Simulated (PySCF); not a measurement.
C₄H₂F₃N₂ (charge -1).
Bonds: F1–C2, C2–F3, C2–F4, C2–C5, C5–N6 (aromatic), N6–C7 (aromatic), C7–C8 (aromatic), C8–N9 (aromatic), C5–N9 (aromatic). Hydrogens: H10 on C7; H11 on C8.

Computed, not measured: PBE0-D3(BJ)/def2-SVP geometry optimisation, gas phase (PySCF).

(1) Give the optimised bond lengths and angles.

Answers

(1) 
```tsv
bond	length (pm)	order
F1–C2, C2–F4	134.6	single
C2–F3	136.0	single
C2–C5	148.3	single
C5–N6, C5–N9	134.3	aromatic
N6–C7, C8–N9	135.3	aromatic
C7–C8	139.9	aromatic
C7–H10, C8–H11	109.5	single
```

Bonds in one row agree within 1 pm and their mean is given. Orders are formal, as drawn. A selection of angles:
```tsv
angle	degrees
F1–C2–F3	104.6
F1–C2–F4	106.5
F1–C2–C5	113.1
C2–C5–N6	121.8
N6–C5–N9	117.1
C5–N6–C7	102.2
N6–C7–C8	109.2
```

Torsions: F1–C2–C5–N6 141° (anticlinal). The mirror-image conformer, all signs reversed, is as good.

C7 (aromatic CH next to a ring nitrogen) is planar (angles 129.0°, 121.8° and 109.2°, sum 360.0°, 0.00 Å off the plane of its three neighbours). C5 (substituted aromatic carbon) is planar (angles 121.8°, 121.0° and 117.1°, sum 359.9°, 0.02 Å off the plane of its three neighbours). The C–C distances run from 1.399 Å (C7–C8, aromatic) to 1.483 Å (C2–C5, drawn single), a spread of 0.084 Å. N6 (nitrogen bonded to 2 C) is bent (angle 102.2°). The 5-membered ring C5–N6–C7–C8–N9 has internal angles of 102.2° to 117.1° (sum 540°, against 540° for a flat polygon); it is planar, 0.00 Å rms from its mean plane, widest ring torsion 1°.

Point group: near Cs, missed by 0.32 Å at most; the miss may be what the optimiser left on a soft mode. No PBE0-D3(BJ)/def2-SVP frequencies stand behind this structure, so it isn't proved a minimum.

The run took about 2.1 min of CPU time (one thread, shared machine). This is the geometry optimisation.
